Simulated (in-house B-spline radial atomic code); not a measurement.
A fraction x of an electron is removed from 5p in I V (I4+), starting from [Kr] 4d10 5s2 5p1 and keeping the highest spin. Method: non-relativistic PBE0, spin-polarised, spherical fractional occupations, point nucleus. Calculated with an all-electron radial atomic-structure program (B-spline basis).

Caution: exact exchange at fractional occupations of open shells leaves self-interaction of up to several eV.

| x | E(x) - E(0) (eV) | 5p up level (eV) |
| --- | --- | --- |
| 0 | 0.0000 | -44.525 |
| 0.03 | 1.3399 | -44.799 |
| 0.16 | 7.2409 | -45.987 |
| 0.28 | 12.8254 | -47.087 |
| 0.43 | 19.9917 | -48.464 |
| 0.5 | 23.4067 | -49.108 |
| 0.54 | 25.3784 | -49.476 |
| 0.74 | 35.4580 | -51.321 |
| 0.76 | 36.4863 | -51.506 |
| 0.93 | 45.3759 | -53.079 |
| 1 | 49.1141 | - |

The exact functional would give a straight line between the two integer points. Deviations E(x) - E(0) - x[E(1) - E(0)], in eV: -0.134 at x = 0.03, -0.617 at x = 0.16, -0.927 at x = 0.28, -1.127 at x = 0.43, -1.15 at x = 0.5, -1.143 at x = 0.54, -0.886 at x = 0.74, -0.84 at x = 0.76, -0.3 at x = 0.93.

The curve lies below the straight line by up to 1.15 eV (at x = 0.5): convex, the delocalisation error, to which spherically averaged exact exchange adds.

(1) How well does Slater's transition state (minus the level at half occupation) give the ionisation energy?

Answers

(1) It gives 49.108 eV against 49.114 eV from the two total energies; NIST lists 51.52 eV, ground level to ground level. The end point has an open shell averaged over its orbitals, so its exact exchange keeps a self-interaction and this is no true integer point.
